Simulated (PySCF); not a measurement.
Electronic structure of Ga⁺ (gallium, charge +1) at the UHF level

Configuration: [Ar] 3d10 4s2, closed-shell 1S. Computed with PySCF 2.14 in aug-cc-pVDZ-PP with ECP10MDF, with a scalar-relativistic core potential.

```
Total energy             : -258.088334 hartree
One-electron energy      : -457.0478 hartree
Hartree (Coulomb) energy : 220.5165 hartree
Exchange energy          : -21.5570 hartree
⟨S²⟩                     : 0.0000
⟨L²⟩                     : 0.000
Sum of ⟨r⟩               : 17.94 bohr
Sum of ⟨r²⟩              : 24.51 bohr²
Time after the integrals : 0.07 s of wall time on 1 thread of Intel(R) Xeon(R) Platinum 8559C (shared host)
```

```csv
shell,electrons,mean orbital energy (eV),"rms radius, mean of both spins (bohr)"
3s,2,-187.65,0.701
3p,6,-132.68,0.739
3d,10,-39.955,0.891
4s,2,-19.031,2.48
```

Energies and moments cover only the electrons outside the core potential.
